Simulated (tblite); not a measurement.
Compound: C₆H₁₁B.
Structure used (GFN2-xTB), in Å, numbered top down from 1:
```
atom  x, y, z in Å
C1     2.8878   -0.3322   -0.5907
C2     1.6715    0.1701   -0.7057
C3     0.5031   -0.1970    0.1469
B4    -0.6382   -1.0769   -0.5149
C5    -2.0061   -0.4945   -0.0062
C6    -1.6303    0.5018    1.1030
C7    -0.2498    1.0273    0.7097
H8     3.1316   -1.0610    0.1652
H9     3.6906   -0.0460   -1.2491
H10    1.4608    0.9004   -1.4776
H11    0.8736   -0.7899    0.9950
H12   -0.4814   -1.9759   -1.2413
H13   -2.4666    0.0498   -0.8378
H14   -2.7552   -1.2142    0.3251
H15   -1.5620   -0.0272    2.0561
H16   -2.3590    1.3053    1.2155
H17    0.2744    1.4899    1.5467
H18   -0.3534    1.7767   -0.0783
```

All values are computed: GFN2-xTB (tblite) harmonic vibrations without scaling, gas phase. Against measured fundamentals such values can be off by several per cent, at times by over 20. Modes of hydrogen on boron can be 10 to 20 % off. One conformer, not necessarily the lowest.

Harmonic wavenumbers (cm⁻¹): 70.1, 96.7, 207.6, 252.4, 304.9, 410.5, 496.9, 550.0, 619.1, 645.2, 766.3, 821.5, 854.0, 881.6, 885.6, 932.6, 962.6, 976.5, 1015.0, 1024.8, 1070.1, 1077.5, 1106.5, 1149.3, 1179.3, 1185.4, 1214.4, 1247.6, 1265.7, 1301.7, 1314.2, 1321.7, 1421.5, 1448.9, 1494.5, 1504.6, 1709.0, 2679.2, 2884.5, 2933.6, 2962.4, 2976.5, 2986.3, 2992.3, 2996.3, 3042.1, 3095.2, 3118.6.

A = 6284, B = 1668, C = 1432 MHz; mass 94.095 u (most abundant isotopes); point group C1, symmetry number 1.

**Question.** Zero-point energy?

**Answer.** Half the sum of the wavenumbers: 33726 cm⁻¹ = 403.46 kJ/mol.

**Question.** Entropy at 400 K, 1 bar (ideal gas, RRHO, classical rotation)?

**Answer.** Translation 171.64, rotation 118.57, vibration 108.32: S = 398.5 J/(mol K).

**Question.** And Cp and H(400 K) − H(0)?

**Answer.** Cp = 171.27 J/(mol K), of which vibrations give 138.02 (their classical limit is 48 R = 399.1); H(400 K) − H(0) = 37.70 kJ/mol without the zero-point energy, 24.40 from vibrations.

**Question.** What must be added to the electronic energy to get the Gibbs energy at 400 K and 1 bar?

**Answer.** ZPE + [H(400 K) − H(0)] − T·S = 403.46 + 37.70 − 159.41 = 281.75 kJ/mol.

**Question.** Blend soft modes into free rotors: weight 1/[1 + (100 cm⁻¹/ν̃)⁴] for the oscillator and the rest for a rotor with moment μB/(μ + B), μ = h/(8π²ν), B = 10⁻⁴⁴ kg m². What vibrational entropy results?

**Answer.** 102.11 J/(mol K) in place of 108.32, which changes −T·S at 400 K by +2.48 kJ/mol.

**Question.** How do the functions run with temperature in this model?

**Answer.** 
| T (K) | S (J/(mol K)) | Cp (J/(mol K)) | H − H(0) (kJ/mol) | G − H(0) (kJ/mol) | ln q(vib) |
| --- | --- | --- | --- | --- | --- |
| 100 | 262.5 | 58.8 | 4.47 | -21.78 | 0.83 |
| 200 | 312.0 | 89.0 | 11.79 | -50.62 | 2.31 |
| 300 | 355.5 | 129.3 | 22.64 | -84.01 | 3.93 |
| 500 | 440.8 | 207.8 | 56.71 | -163.69 | 7.58 |
| 800 | 556.6 | 283.8 | 131.50 | -313.75 | 13.49 |
| 1000 | 623.6 | 316.7 | 191.72 | -431.90 | 17.38 |

q(vib) and H(0) count from the zero-point level.

**Question.** Which modes carry the vibrational entropy at 400 K?

**Answer.** 70.1 cm⁻¹: 19.79; 96.7 cm⁻¹: 17.14; 207.6 cm⁻¹: 10.93; 252.4 cm⁻¹: 9.40; 304.9 cm⁻¹: 7.95; 410.5 cm⁻¹: 5.79 J/(mol K); the other 42 give 37.32 together.

Hindered rotation and anharmonicity are outside this model. Other conformers, if any are populated, would add a mixing term that is left out. The structure is chiral; the term R ln 2 for an equal mix with its mirror image is left out.

The run took 0.41 s of wall time on one thread of an Arm Neoverse V2, no GPU (shared host). This covers the Hessian and the dipole derivatives.
